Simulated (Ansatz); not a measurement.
Species: PNH, charge 1, singlet. A triplet may lie lower; no result for it is given here. PNH+ (SMILES [NH+]#P).
B3LYP-D3(BJ)/def2-TZVP minimum from Ansatz (an electronic-structure program):
```
N
H 1 1.0147
P 1 1.4549 2 180.00
```
Charge +1, spin multiplicity 1.

Total energies in cc-pV(Q+d)Z, 10 correlated electrons, 6 frozen orbitals. Open shells are spin-unrestricted; no spin-orbit coupling. Cores are frozen in correlated methods. No relativity. The restricted determinant of HNP+ ([NH+]#P, singlet) is unstable towards broken spin symmetry in at least one set run.

| method | program | energy (Eh) | minus CCSDT(Q) (mEh) |
|---|---|---|---|
| HF | Ansatz | -395.51413 | 377.46 |
| MP2 | Ansatz | -395.86373 | 27.86 |
| CCSD | Ansatz | -395.86883 | 22.76 |
| CCSD(T) | Ansatz | -395.88952 | 2.07 |
| CCSDT(Q) | Ansatz | -395.89159 | 0.00 |

Rough core times of Ansatz's runs on a shared machine: CCSD(T) under 20 s, CCSDT(Q) 5 min.
